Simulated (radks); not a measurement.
Task: All-electron atom: neutral molybdenum in [Kr] 4d5 5d1 (not the ground configuration). Calculated with a radial shooting solver on a logarithmic mesh with Libxc functionals: Dirac Kohn-Sham, PBEsol, spin-unpolarised, spherical densities, finite nucleus; open shells fill j = l - 1/2 first; Fermi nuclear charge, rms radius 4.4091 fm. Some entries of the table are withheld. Estimate them.

orbital  occ.  eigenvalue (Ry)  <r^2> (bohr^2)  r(max) (bohr)
1s1/2       2        -1455.555        0.001670        0.02288
2s1/2       2        -205.7760         0.02782            (1)
2p1/2       2        -189.3629         0.02100            (2)
2p3/2       4        -181.5383         0.02237            (3)
3s1/2       2        -35.23344          0.2110         0.3840
3p1/2       2              (4)          0.2091         0.3711
3p3/2       4              (5)          0.2194         0.3805
3d3/2       4        -16.64692          0.2057         0.3208
3d5/2       6        -16.40286          0.2090         0.3236
4s1/2       2         -5.00350           1.395         0.9892
4p1/2       2         -3.23363           1.705          1.055
4p3/2       4         -3.05099           1.795          1.081
4d3/2       4         -0.56256           4.378          1.378
4d5/2       1         -0.54681           4.490          1.392
5d3/2       1         -0.05247           132.0            (6)
5d5/2       0         -0.05223           132.7            (7)

Result: 
(1) 2s1/2 r(max) (bohr): 0.1298
(2) 2p1/2 r(max) (bohr): 0.1010
(3) 2p3/2 r(max) (bohr): 0.1048
(4) 3p1/2 eigenvalue (Ry): -28.98795
(5) 3p3/2 eigenvalue (Ry): -27.69928
(6) 5d3/2 r(max) (bohr): 9.850
(7) 5d5/2 r(max) (bohr): 9.885
